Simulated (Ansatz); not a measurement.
Cost and result for the atomization energy of CH7BOSi2 (`[SiH3]B1C[SiH2]O1`) (12 atoms, 12 bonds).

```xyz
12

Si    1.573   -1.171   -1.070
B     0.180    0.042   -0.238
C    -0.786   -0.201    1.025
Si   -1.287    1.515    0.526
O    -0.116    1.305   -0.693
H     0.934   -2.454   -1.481
H     2.251   -0.581   -2.256
H     2.609   -1.506   -0.051
H    -1.512   -1.006    0.904
H    -0.275   -0.331    1.981
H    -0.939    2.655    1.411
H    -2.634    1.733   -0.059
```

Total charge 0; spin multiplicity 1. Geometry: relaxed with PBE0-D4/def2-TZVP. Program: Ansatz. All runs use 4 threads of an Arm Neoverse V1 on a shared host. Times are those of one run each, without the atoms' runs, and a repeat can differ threefold. Electronic energies, without spin–orbit coupling; frozen cores. CCSD(T)/CBS adds CCSD(T) − MP2 in def2-TZVPP to the MP2 limit, and its time is that of the two runs behind it. T1 = 0.014. B3LYP takes the VWN-RPA correlation (the form of Gaussian; ORCA's B3LYP/G).

CCSD(T)/CBS is a level of theory with its own doubt, some kJ/mol a heavy atom from the limit and from the frozen cores, so smaller differences don't rank the functionals.

```csv
level,functions,wall time,atomization (kJ/mol),difference from CCSD(T)/CBS,per bond
PBE-D4/def2-TZVPP (with forces),275,3.1 s,4388.1,34.6,2.9
PBE0-D4/def2-TZVPP,275,3.7 s,4345.6,-7.9,-0.7
r2SCAN-D4/def2-TZVPP (with forces),275,6 s,4376.7,23.2,1.9
B3LYP-D4/def2-TZVPP (with forces),275,6 s,4350.7,-2.8,-0.2
B2PLYP/def2-TZVPP,275,6.5 s,4306.6,-46.9,-3.9
ωB97X-V/def2-TZVPP,275,9.5 s,4384.8,31.3,2.6
ωB97M-V/def2-TZVPP (with forces),275,14 s,4372.6,19.1,1.6
MP2/def2-QZVPP,521,28 s,4362.9,9.4,0.8
CCSD(T)/def2-TZVPP,275,3 min,4246.2,-107.3,-8.9
CCSD(T)/CBS(def2),–,3.5 min,4353.5,0.0,0.0
```

The D4 term adds +43.2 kJ/mol with B3LYP and +22.7 kJ/mol with PBE0; it sums over pairs of atoms, weighted by their polarisabilities, and B3LYP, whose exchange is more repulsive, gets the larger term. In def2-TZVPP, CCSD(T) changes the Hartree–Fock value by +946.3 kJ/mol (the triples alone add +54.2 kJ/mol) and MP2 by +998.9 kJ/mol; breaking electron pairs costs correlation energy, which Hartree–Fock lacks. From PBE to PBE0 (25 % exact exchange), in def2-TZVPP and without D4, the atomization energy moves by −38.5 kJ/mol: exact exchange takes away binding that semilocal exchange gives to molecules.
